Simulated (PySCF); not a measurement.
Simulated Cl 2p region for BeMeCl (`[CH3][Be][Cl]`), binding energy against the vacuum level.

Every computed line was given a Gaussian of 0.7 eV full width at half maximum and an area set by the number of equivalent atoms (split 2:1 within a doublet); the highest printed point is 100. Computed with PySCF 2.14.0, delta-SCF UKS SCAN, pcX-2 on the ionised atom, pcseg-1 elsewhere, spin-free X2C.

binding energy (eV), intensity and a bar:
```
    205.0          0 
    205.1          1 
    205.2          2 
    205.3          4 #
    205.4         10 ###
    205.5         19 ######
    205.6         33 ##########
    205.7         51 ###############
    205.8         72 ######################
    205.9         90 ###########################
    206.0        100 ##############################
    206.1        100 ##############################
    206.2         89 ###########################
    206.3         70 #####################
    206.4         50 ###############
    206.5         32 #########
    206.6         18 #####
    206.7          9 ###
    206.8          5 #
    206.9          3 #
    207.0          4 #
    207.1          7 ##
    207.2         12 ####
    207.3         20 ######
    207.4         30 #########
    207.5         40 ############
    207.6         48 ##############
    207.7         51 ###############
    207.8         48 ##############
    207.9         40 ############
    208.0         30 #########
    208.1         20 ######
    208.2         12 ####
    208.3          7 ##
    208.4          3 #
    208.5          1 
    208.6          1 
    208.7          0
```

Q: Count the maxima, the lines and the sites behind this envelope.

A: The curve has 2 maxima (at 206.0 and 207.7 eV). Under it lie 2 lines from 1 inequivalent chlorine site, drawn as a 2p3/2, 2p1/2 pair.

Q: Decompose the envelope and assign each component. Bonds: Be1–C2, Be1–Cl6. Hydrogens: H3, H4, H5 on C2.

A: 
```
position (eV)  relative area      line  atoms            environment
       206.05           0.67  Cl 2p3/2    Cl6  chlorine bonded to Be
       207.70           0.33  Cl 2p1/2    Cl6  chlorine bonded to Be
```

Shake-up satellites, vibrational structure and lifetime widths aren't simulated. The 2p values aren't plain energy differences: one relaxed spin-free 2p hole is combined with a matrix within the shell (ground-state 2p orbital-energy differences and spin–orbit coupling). 2p3/2, the mean of its two sublevels, lies a third of the splitting below the shell's mean and 2p1/2 two thirds above it; the statistical areas are 2:1. 2p1/2 minus 2p3/2 (ligand field included): Cl 1.65 eV. Geometry: PBE0-D3(BJ)/def2-SVP; no solvent, vibrations or thermal averaging.
